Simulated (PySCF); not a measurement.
An unknown is described by computed data only.

Formula: C4H9O2PSi.

- 13C NMR: chemical shifts (computed TMS as zero) by class: 197.2 (1 C), 166.8 (1 C), 110.3 (1 C), 33.4 (1 C) ppm [GIAO PBE0/pcSseg-1]
- UV, strongest line: among the 8 lowest singlet transitions: S2 at 5.39 eV (230 nm, f = 0.411) [TDDFT B3LYP/def2-SVPD]
- UV, first state: lowest singlet excitation: 3.86 eV (321 nm, f = 0.000) [TDDFT B3LYP/def2-SVPD]
- Triplet: lowest triplet excitation (Tamm–Dancoff): 3.45 eV [TDA B3LYP/def2-SVPD]
- 1H NMR: chemical shifts (computed TMS as zero) by class: 7.81 (1 H), 5.53 (2 H), 5.49 (1 H), 2.13 (3 H), 1.17 (2 H) ppm [GIAO PBE0/pcSseg-1]
- NMR, other nuclei: isotropic shieldings of nuclei other than C and H, by class: -263 (1 O), 218 (1 O), 364 (1 Si), 618 (1 P) ppm [GIAO PBE0/pcSseg-1]
- Rotational structure: rotational constants A, B, C: 5.426, 0.463, 0.431 GHz [GFN2-xTB]
- Polarisability: 113.4 au [B3LYP/def2-SVPD]

The electronic properties come from PySCF, for the isolated species, density fitting. Levels stand in brackets. Isolated species at its GFN2-xTB geometry (one conformer only). NMR classes are plain means over equivalent atoms (diastereotopic ones count apart unless rotation or inversion swaps them), as if these changed places fast.

Task: Propose a structure and show how it fits.

Result: Numbering: `[CH3:1][C:2](=[O:3])/[CH:4]=[CH:5]/[O:6][SiH2:7][PH2:8]`. 4 carbons fall into 4 classes; from least to most shielded: ketone carbonyl carbon [C2] (197.2 ppm), vinylic carbon bearing oxygen [C5] (166.8 ppm), alkene CH carbon [C4] (110.3 ppm), methyl carbon next to a carbonyl [C1] (33.4 ppm). Hydrogen classes from least to most shielded: 1 H on a vinylic carbon bearing oxygen, C5 (7.81 ppm), 2 H on an oxygen-bound silicon, Si7 (5.53 ppm), 1 H on an alkene CH carbon, C4 (5.49 ppm), 3 H on a methyl carbon next to a carbonyl, C1 (2.13 ppm), 2 H on a three-coordinate phosphorus, P8 (1.17 ppm, a mean of values up to 0.7 ppm apart in this geometry). The other shieldings belong to: -263 ppm, ketone oxygen [O3]; 218 ppm, silyl ether oxygen [O6]; 364 ppm, oxygen-bound silicon [Si7]; 618 ppm, three-coordinate phosphorus [P8]. S1 is mainly HOMO→LUMO (weight 0.98); the largest Löwdin shares of the orbital it empties are 0.65 on the ketone oxygen, 0.11 on the ketone carbonyl carbon, 0.10 on the methyl carbon next to a carbonyl and 0.08 on the alkene CH carbon, of the orbital it fills 0.24 on the vinylic carbon bearing oxygen, 0.22 on the ketone carbonyl carbon, 0.18 on the ketone oxygen and 0.13 on the alkene CH carbon. By its constants the optimised geometry is an asymmetric top. Structure: `CC(=O)/C=C/O[SiH2]P`. Computed isomers that give other values at the same levels: `C=CP([SiH3])C(=O)OC` (13C chemical shifts (computed TMS as zero) by class: 187.8 (1 C), 142.4 (1 C), 132.5 (1 C), 53.4 (1 C) ppm); `CO[C@@H]1C(=O)C[Si@@H]1P` (13C chemical shifts (computed TMS as zero) by class: 205.9 (1 C), 94.3 (1 C), 62.6 (1 C), 43.5 (1 C) ppm); `CO[C@@H]1C(=O)C[Si@H]1P` (13C chemical shifts (computed TMS as zero) by class: 211.5 (1 C), 94.2 (1 C), 63.1 (1 C), 34.4 (1 C) ppm). The assignments are read from this structure; whether some other isomer fits the data as well wasn't checked.

Shape of the structure used: `[CH3:1][C:2](=[O:3])/[CH:4]=[CH:5]/[O:6][SiH2:7][PH2:8]`: C1–C2–C4–C5 179°, C4–C5–O6–Si7 -1°, C5–O6–Si7–P8 176°, H–P8–Si7–O6 84°, H–P8–Si7–O6 177°.
